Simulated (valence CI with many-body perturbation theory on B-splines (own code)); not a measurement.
Cd XVI: electric-dipole lines

Method: configuration interaction combined with many-body perturbation theory (CI+MBPT): five valence electrons over a frozen Dirac-Fock core [Ar] 3d10, radial functions for each j: 9 s, 9 p, 8 d, 6 f, 3 g, 1 h, with the one-electron correlation potential Σ1, the two-electron term Σ2, the three-electron term Σ3, Breit, model QED; selected CI, second order for the rest (own B-spline code, finite nucleus).

No measured spectrum was set against this ion. As an estimate, levels hold to about 250 cm⁻¹ or 0.2 % of their energy and the worst to 1 %, as in measured heavy ions of charge 2 to 7; those with d or f electrons hold less well. Among the levels kept, up to 320 cm⁻¹ of a level comes from second order outside the variational space, and about a tenth of that is noise between levels of different J, which matters for small intervals.

Lines 51 to 100 of 179 in falling wavelength, among levels below 107.76 eV, chosen from the strongest by gf and those to the six lowest levels. Wavelengths and rates use the calculated energies, so an error of 1000 cm⁻¹ moves a line at 277.2 Å by 0.28 % and its rate by three times that or more. Electric multipoles are in the length gauge, E1 and E2 with the static RPA response of the core. Weak lines are less certain than strong ones. Lines between different terms over intervals too small for the method are left out, as are lines whose strength nearly cancels. The highest levels of a list are the least certain.

Names give the largest LS component (configuration and term), which can be under half, so a name can repeat, a term be missing and a line seem to break the LS rules; names also repeat where a configuration has a term twice. Letters in brackets count levels of one name in rising energy.

| λ vac (Å) | Upper | Lower | A (s⁻¹) | S (a.u.) with core polarisation | S without |
| --- | --- | --- | --- | --- | --- |
| 277.2 | 4p⁵ ²P°_3/2 | 4s4p⁴ ²D_3/2 | 4.65e+09 | 1.96e-01 | 2.14e-01 |
| 274.2 | 4s4p⁴ ²D_3/2 | 4s²4p³ ²D°_5/2 | 5.01e+08 | 2.04e-02 | 2.23e-02 |
| 273.5 | 4p⁵ ²P°_1/2 | 4s4p⁴ ²S_1/2 | 1.90e+09 | 3.85e-02 | 4.21e-02 |
| 262.6 | 4s4p⁴ ²D_5/2 | 4s²4p³ ²D°_5/2 | 8.73e+09 | 4.69e-01 | 5.13e-01 |
| 261.8 | 4s²4p²4d ⁴F_3/2 | 4s²4p³ ²P°_3/2 | 8.86e+07 | 3.14e-03 | 3.44e-03 |
| 261.5 | 4s4p⁴ ²D_3/2 | 4s²4p³ ²D°_3/2 | 1.23e+10 | 4.34e-01 | 4.75e-01 |
| 258.9 | 4s4p⁴ ⁴P_3/2 | 4s²4p³ ⁴S°_3/2 | 8.48e+09 | 2.91e-01 | 3.18e-01 |
| 255.2 | 4s4p⁴ ⁴P_1/2 | 4s²4p³ ⁴S°_3/2 | 8.16e+09 | 1.34e-01 | 1.46e-01 |
| 255.1 | 4s4p⁴ ²S_1/2 | 4s²4p³ ²P°_1/2 | 1.21e+10 | 1.97e-01 | 2.16e-01 |
| 251.0 | 4s4p⁴ ²D_5/2 | 4s²4p³ ²D°_3/2 | 7.01e+07 | 3.28e-03 | 3.59e-03 |
| 250.9 | 4s²4p²4d ⁴F_5/2 | 4s²4p³ ²P°_3/2 | 3.75e+07 | 1.75e-03 | 1.90e-03 |
| 249.5 | 4s4p⁴ ²P_3/2 | 4s²4p³ ²P°_1/2 | 2.92e+09 | 8.95e-02 | 9.80e-02 |
| 248.4 | 4p⁵ ²P°_3/2 | 4s4p⁴ ⁴P_1/2 | 2.54e+08 | 7.68e-03 | 8.44e-03 |
| 245.0 | 4p⁵ ²P°_3/2 | 4s4p⁴ ⁴P_3/2 | 1.84e+09 | 5.33e-02 | 5.83e-02 |
| 244.6 | 4s4p⁴ ²P_1/2 | 4s²4p³ ²P°_3/2 | 2.03e+10 | 2.93e-01 | 3.21e-01 |
| 238.4 | 4p⁵ ²P°_1/2 | 4s4p⁴ ²D_3/2 | 6.42e+09 | 8.59e-02 | 9.41e-02 |
| 236.7 | 4s²4p²4d ²F_5/2 [a] | 4s²4p³ ²P°_3/2 | 4.02e+06 | 1.58e-04 | 1.73e-04 |
| 234.0 | 4s4p⁴ ²P_3/2 | 4s²4p³ ²D°_5/2 | 2.81e+10 | 7.10e-01 | 7.76e-01 |
| 232.9 | 4s²4p²4d ⁴F_3/2 | 4s²4p³ ²P°_1/2 | 2.33e+04 | 5.80e-07 | 7.72e-08 |
| 230.6 | 4s4p⁴ ²D_3/2 | 4s²4p³ ⁴S°_3/2 | 2.03e+09 | 4.92e-02 | 5.37e-02 |
| 230.6 | 4s²4p²4d ⁴D_1/2 | 4s²4p³ ²P°_3/2 | 8.25e+09 | 9.99e-02 | 1.09e-01 |
| 230.3 | 4s²4p²4d ⁴D_3/2 | 4s²4p³ ²P°_3/2 | 5.85e+08 | 1.41e-02 | 1.54e-02 |
| 229.2 | 4s4p⁴ ²S_1/2 | 4s²4p³ ²D°_3/2 | 1.92e+10 | 2.28e-01 | 2.49e-01 |
| 226.6 | 4s4p³4d ⁶D°_3/2 | 4s4p⁴ ⁴P_1/2 | 2.18e+08 | 5.02e-03 | 5.46e-03 |
| 225.2 | 4p⁵ ²P°_3/2 | 4s4p⁴ ⁴P_5/2 | 2.11e+09 | 4.76e-02 | 5.20e-02 |
| 224.7 | 4s4p⁴ ²P_3/2 | 4s²4p³ ²D°_3/2 | 5.93e+08 | 1.33e-02 | 1.46e-02 |
| 224.5 | 4s4p³4d ⁶D°_1/2 | 4s4p⁴ ⁴P_3/2 | 7.87e+08 | 8.79e-03 | 9.46e-03 |
| 223.8 | 4s4p³4d ⁶D°_3/2 | 4s4p⁴ ⁴P_3/2 | 1.36e+08 | 3.01e-03 | 3.21e-03 |
| 222.4 | 4s4p⁴ ²D_5/2 | 4s²4p³ ⁴S°_3/2 | 7.19e+07 | 2.34e-03 | 2.54e-03 |
| 219.8 | 4s²4p²4d ⁴D_5/2 | 4s²4p³ ²P°_3/2 | 2.56e+08 | 8.06e-03 | 8.81e-03 |
| 219.3 | 4s²4p²4d ⁴F_3/2 | 4s²4p³ ²D°_5/2 | 2.76e+09 | 5.74e-02 | 6.26e-02 |
| 219.2 | 4s4p⁴ ²P_1/2 | 4s²4p³ ²P°_1/2 | 1.59e+08 | 1.65e-03 | 1.77e-03 |
| 214.2 | 4p⁵ ²P°_1/2 | 4s4p⁴ ⁴P_3/2 | 9.29e+08 | 9.01e-03 | 9.84e-03 |
| 213.3 | 4s²4p²4d ²P_3/2 [a] | 4s²4p³ ²P°_3/2 | 1.39e+09 | 2.66e-02 | 2.91e-02 |
| 211.6 | 4s²4p²4d ⁴F_5/2 | 4s²4p³ ²D°_5/2 | 3.91e+08 | 1.10e-02 | 1.19e-02 |
| 211.1 | 4s²4p²4d ⁴F_3/2 | 4s²4p³ ²D°_3/2 | 2.72e+09 | 5.05e-02 | 5.49e-02 |
| 207.9 | 4s²4p²4d ⁴D_1/2 | 4s²4p³ ²P°_1/2 | 8.86e+08 | 7.86e-03 | 8.60e-03 |
| 207.6 | 4s²4p²4d ⁴D_3/2 | 4s²4p³ ²P°_1/2 | 9.96e+08 | 1.76e-02 | 1.92e-02 |
| 207.1 | 4s4p³4d ⁶D°_3/2 | 4s4p⁴ ⁴P_5/2 | 1.44e+09 | 2.52e-02 | 2.72e-02 |
| 206.8 | 4s4p³4d ⁶D°_5/2 | 4s4p⁴ ⁴P_5/2 | 1.25e+09 | 3.27e-02 | 3.51e-02 |
| 206.0 | 4s4p³4d ⁶D°_7/2 | 4s4p⁴ ⁴P_5/2 | 4.07e+08 | 1.40e-02 | 1.49e-02 |
| 205.1 | 4s4p⁴ ²S_1/2 | 4s²4p³ ⁴S°_3/2 | 4.48e+09 | 3.82e-02 | 4.16e-02 |
| 204.0 | 4s²4p²4d ⁴F_5/2 | 4s²4p³ ²D°_3/2 | 1.99e+07 | 4.99e-04 | 5.08e-04 |
| 202.5 | 4s²4p²4d ⁴P_5/2 | 4s²4p³ ²P°_3/2 | 1.29e+07 | 3.18e-04 | 3.59e-04 |
| 201.5 | 4s4p⁴ ²P_3/2 | 4s²4p³ ⁴S°_3/2 | 1.35e+09 | 2.19e-02 | 2.39e-02 |
| 201.4 | 4s²4p²4d ²F_5/2 [a] | 4s²4p³ ²D°_5/2 | 3.09e+08 | 7.47e-03 | 8.07e-03 |
| 200.3 | 4s²4p²4d ⁴P_3/2 | 4s²4p³ ²P°_3/2 | 9.42e+08 | 1.49e-02 | 1.62e-02 |
| 199.8 | 4s²4p²4d ⁴P_1/2 | 4s²4p³ ²P°_3/2 | 5.01e+09 | 3.94e-02 | 4.28e-02 |
| 199.8 | 4s4p⁴ ²P_1/2 | 4s²4p³ ²D°_3/2 | 2.46e+09 | 1.94e-02 | 2.12e-02 |
| 198.5 | 4s²4p²4d ⁴F_7/2 | 4s²4p³ ²D°_5/2 | 4.10e+08 | 1.27e-02 | 1.35e-02 |
